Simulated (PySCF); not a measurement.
Computed shifts of a molecule C₃H₁₀BN, PBE0/pcSseg-1 (PySCF), GIAO, gas phase, atoms alike by connectivity averaged where their shifts nearly agree, in ppm (number of nuclei): ¹H: 5.33 (1), 3.21 (3), 2.94 (3), 0.58 (3). ¹³C: 49.0 (1), 40.3 (1), 3.7 (1). ¹⁵N: 133.2 (1). References: ¹¹B against BF3 (σ = 88.8 ppm); ¹H against TMS (σ = 31.56 ppm); ¹³C against TMS (σ = 186.3 ppm); ¹⁵N against NH3 (σ = 267.4 ppm), references at their B3LYP-D3(BJ)/def2-TZVP geometries, non-relativistic. The structure is a stationary point at PBE0-D3(BJ)/def2-SVP. The geometry has at least one imaginary mode, so it is a saddle point at that level. Other conformers were not sampled.

Task: Which molecule gave these data?
A. CNB(C)C
B. CCB(C)N
C. CBN(C)C
D. BNC(C)C

Result: C, CBN(C)C
